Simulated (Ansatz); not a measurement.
Gas-phase electronic energies from Ansatz, PBE0-D4/def2-TZVP geometries. CBS: MP2 limit from def2 TZ/QZ plus the TZ coupled-cluster correction, frozen cores. DFT in def2-TZVPP. HSE06 is defined as in plane-wave codes. For Ga outer-core shells are correlated without core-valence functions, which leaves a few kJ/mol of doubt a bond. Scalar relativity is left out up to krypton. Each species was taken in one conformer, which may not be the lowest.

Consider the redistribution: `C[BH][GaH2]` + `C[SiH](O)BO` → `C[SiH](O)[GaH2]` + `CBBO`.

`C[BH][GaH2]`:

```xyz
9

C    -0.090    1.428    0.123
B    -0.002   -0.041    0.631
Ga    0.204   -1.734   -0.557
H     0.355    2.156    0.807
H    -1.173    1.642    0.144
H     0.249    1.624   -0.895
H    -0.125   -0.204    1.818
H    -1.027   -2.490   -1.193
H     1.608   -2.381   -0.878
```

`C[SiH](O)BO`:

```xyz
12

C    -1.269   -1.004    0.705
Si    0.165    0.184    0.675
O     1.422   -0.593    1.438
B     0.697    0.776   -1.195
O    -0.264    0.861   -2.145
H    -1.541   -1.261    1.731
H    -1.022   -1.926    0.173
H    -2.139   -0.554    0.219
H    -0.208    1.417    1.445
H     2.268   -0.144    1.448
H     1.830    1.076   -1.494
H     0.058    1.168   -2.998
```

`C[SiH](O)[GaH2]`:

```xyz
11

C     0.058   -1.311    0.965
Si    0.484    0.302    0.115
O     0.020    1.615    1.026
Ga   -0.702    0.667   -1.967
H     0.374   -2.158    0.347
H     0.566   -1.399    1.930
H    -1.018   -1.398    1.132
H     1.972    0.319   -0.063
H     0.480    1.766    1.854
H    -2.149    0.082   -2.196
H    -0.087    1.516   -3.143
```

`CBBO`:

Z-matrix (Å, degrees):
```
C
B 1 1.560
H 1 1.093 2 113.8
H 1 1.091 2 116.4 3 129.2
H 1 1.104 2 104.2 3 -113.5
B 2 1.681 1 124.7 3 -142.2
H 2 1.206 1 116.4 3 36.6
O 6 1.360 2 128.5 1 -89.5
H 6 1.210 2 117.9 1 90.6
H 8 0.960 6 114.1 2 -0.3
```

```csv
level,ΔE (eV)
revPBE-D4,-0.20
HSE06,-0.22
```

Question: What does CCSD(T)/CBS give? (Best estimate.)

Answer: Ansatz gave: -0.17 eV. The listed levels differ from it by -0.03, -0.05 eV.

Largest T1 diagnostic among the species: 0.013.

Leaving LDA and LC-ωPBE aside and taking each functional with its dispersion term where it has one, the values, not all of them listed here, spread over 0.05 eV, from BHLYP-D4 to r2SCAN-D4. In def2-TZVPP, CCSD(T) changes the Hartree–Fock value by +0.07 eV (the triples alone add +0.01 eV) and MP2 by +0.06 eV.
